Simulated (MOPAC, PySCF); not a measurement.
H$_{3}$B, SMILES `B`, neutral singlet in the gas phase. 

Z-matrix (Å, degrees):
```
B
H 1 1.1886
H 1 1.1886 2 120.00
H 1 1.1886 2 120.00 3 180.00
```
Charge 0, spin multiplicity 1.

All levels are single points at this geometry (CAM-B3LYP-D3(BJ)/def2-TZVP); Pople sets use spherical d functions. Orbital energies aren't observables, and empty levels follow the basis.

TPSSh-D3(BJ)/def2-TZVP in PySCF gives HOMO (eV) = -9.29.

Q: Estimate the HOMO (eV) from each of these levels: CAM-B3LYP-D3(BJ)/def2-TZVP in PySCF; B3LYP/3-21G in PySCF; B3LYP/6-311+G** in PySCF; B3LYP/6-31G* in PySCF; M06-2X/6-31G* in PySCF; PBE/6-31G* in PySCF; SVWN5/6-31G* in PySCF; HF/6-31G* in PySCF; HF/STO-3G in PySCF; AM1 in MOPAC; PM3 in MOPAC; PM6 in MOPAC.

A: 
```json
[
 {"level": "CAM-B3LYP-D3(BJ)/def2-TZVP in PySCF", "HOMO (eV)": "-11.46"},
 {"level": "B3LYP/3-21G in PySCF", "HOMO (eV)": "-9.72"},
 {"level": "B3LYP/6-311+G** in PySCF", "HOMO (eV)": "-9.75"},
 {"level": "B3LYP/6-31G* in PySCF", "HOMO (eV)": "-9.58"},
 {"level": "M06-2X/6-31G* in PySCF", "HOMO (eV)": "-11.18"},
 {"level": "PBE/6-31G* in PySCF", "HOMO (eV)": "-8.30"},
 {"level": "SVWN5/6-31G* in PySCF", "HOMO (eV)": "-8.28"},
 {"level": "HF/6-31G* in PySCF", "HOMO (eV)": "-13.53"},
 {"level": "HF/STO-3G in PySCF", "HOMO (eV)": "-12.60"},
 {"level": "AM1 in MOPAC", "HOMO (eV)": "-11.87"},
 {"level": "PM3 in MOPAC", "HOMO (eV)": "-13.57"},
 {"level": "PM6 in MOPAC", "HOMO (eV)": "-11.71"}
]
```
